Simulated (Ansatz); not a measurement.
Ag₂Ge⁻. Total charge -1; doublet. Geometry PBE0-D4/def2-TZVP, that of the neutral singlet; atoms count from 1.

Cartesian coordinates in Å:
```
Ag -0.927 -0.934 -0.987
Ag 0.826 -0.301 1.390
Ge 0.100 1.235 -0.403
```

In the def2 sets Ag takes a core potential; there is no spin–orbit coupling. The structure comes from a short search, and lower isomers may exist.

(1) Estimate the Mulliken populations from the PBE0/def2-TZVPD orbitals of Ansatz.

(2) Where does the spin sit?

(3) And the Mayer bond orders between bonded heavy atoms (over 0.3)?

Results:

(1) 
```
atom  charge (e)  spin (α − β)  d electrons
 Ag1       -0.52         -0.01         9.87
 Ag2       -0.52         -0.01         9.87
 Ge3        0.03          1.01            –
```
Mulliken values and Mayer orders depend strongly on the basis. With diffuse functions, as here, like atoms can get unlike values, and bond orders can come out too low or too high.

(2) Summed by element: Ag -0.01, Ge 1.01, of 1 unpaired in all. Largest on single atoms: Ge3 1.01, Ag1 -0.01, Ag2 -0.01.

(3) Ag1–Ag2 0.46 (3.02 Å); Ag1–Ge3 1.06 (2.47 Å); Ag2–Ge3 1.06 (2.47 Å).
